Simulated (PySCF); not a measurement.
**Energy of Ti (titanium, neutral) between two integer charges**

The 4s beta orbital of [Ar] 3d2 4s2 is emptied in steps (occupation f), with all orbitals relaxed, ending at [Ar] 3d2 4s1. Calculation: PySCF 2.14, in aug-cc-pVDZ; the non-relativistic Hamiltonian (point nucleus). The exact energy is a straight line in f; departures are measured from the line between the end points of the same method.

```
  f  PBE0 (eV)  r2SCAN (eV)  LC-wPBE (eV)
  1      0.000        0.000         0.000
0.8     -0.289       -0.340         0.020
0.6     -0.434       -0.496         0.028
0.4     -0.432       -0.474         0.024
0.2     -0.284       -0.292         0.014
  0      0.000        0.000         0.000
```

| method | E(f=0) − E(f=1) (eV) | −ε at f=1 (eV) | −ε at f=0.4 (eV) |
| --- | --- | --- | --- |
| PBE0 | 6.519 | 4.711 | 6.893 |
| r2SCAN | 6.346 | 4.179 | 6.884 |
| LC-wPBE | 6.348 | 6.480 | 6.309 |

Orbital energy along the path (eV):

```tsv
f	PBE0	r2SCAN	LC-wPBE
1	-4.711	-4.179	-6.480
0.8	-5.434	-5.111	-6.416
0.6	-6.162	-6.013	-6.356
0.4	-6.893	-6.884	-6.309
0.2	-7.630	-7.600	-6.294
0	-7.814	-7.532	-6.162
```

Reference removal energy between the ground levels: 6.828 eV (measured; NIST Atomic Spectra Database, ionization energies). The calculation has no spin-orbit coupling.
